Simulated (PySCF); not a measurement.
**Correlation energy of C (carbon, neutral)**

[He] 2s2 2p1 3s1, high-spin 3P determinant (an excited configuration). All numbers are calculated (PySCF 2.14, the spin-free X2C one-electron Hamiltonian (Gaussian nucleus), in aug-cc-pCVTZ-DK). Frozen: nothing; 6 electrons correlated.

```
  level  correlation energy (mhartree)
   CCSD                        -132.42
    (T)                          -2.71
CCSD(T)                        -135.13
```

Diagnostics: T1 = 0.012, D1 = 0.0368, largest double amplitude 0.123.

The outer electron is Rydberg-like, and this basis confines it to a smaller radius and binds it less than a complete one would.

Cost of the coupled-cluster step: of the order of 6 core-seconds, for 6 correlated electrons.
